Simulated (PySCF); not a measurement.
## Electron correlation in Tb (terbium, neutral)

Starting occupation: [Xe] 4f9 6s2, 4f5/2 with m_j = -5/2, -3/2, -1/2, +1/2, +3/2, +5/2, 4f7/2 with m_j = +3/2, +5/2, +7/2. Calculation: PySCF 2.14, in x2c-SVPall-2c with one added diffuse shell each of s, p, d, f type (8s11p10d4f1g, 128 functions); X2C-1e with screened-nucleus spin-orbit coupling, Gaussian nucleus. Frozen: [Ar] 3d10; 37 electrons correlated; the 16 highest virtual spinors left out.

MP2 pair energies summed by pair of shells (mhartree):

| pair | energy | share (%) |
| --- | --- | --- |
| 4f-4f | -150.88 | 15.4 |
| 4d-4f | -125.96 | 12.9 |
| 4d-4d | -123.51 | 12.6 |
| 4f-5p | -123.25 | 12.6 |
| 5p-5p | -116.78 | 11.9 |
| 4d-5p | -70.28 | 7.2 |
| 4d-4p | -68.05 | 6.9 |
| 4f-4p | -36.18 | 3.7 |
| 5p-5s | -28.02 | 2.9 |
| 5p-6s | -28.02 | 2.9 |
| 4p-4p | -18.21 | 1.9 |
| 6s-6s | -17.31 | 1.8 |
| 4d-5s | -13.54 | 1.4 |
| 4f-5s | -10.36 | 1.1 |
| 4f-6s | -10.24 | 1.0 |
| 4p-5p | -9.21 | 0.9 |
| 4d-4s | -6.08 | 0.6 |
| 5s-5s | -5.31 | 0.5 |
| 4p-4s | -4.28 | 0.4 |
| 4p-5s | -3.95 | 0.4 |
| 4f-4s | -3.45 | 0.4 |
| 4d-6s | -2.36 | 0.2 |
| 5s-6s | -1.38 | 0.1 |
| 4s-4s | -1.11 | 0.1 |
| 4s-5p | -0.95 | 0.1 |
| 4s-5s | -0.49 | 0.0 |
| 4p-6s | -0.28 | 0.0 |
| 4s-6s | -0.04 | 0.0 |

Total MP2 correlation energy: -979.52 mhartree.

The GHF reference relaxed away from the jj start to a determinant that is no pure jj level (⟨S²⟩ = 8.64, ⟨J²⟩ = 63.78); the energies belong to that determinant.

This basis was not built for core-valence correlation, so the inner-shell part is incomplete.
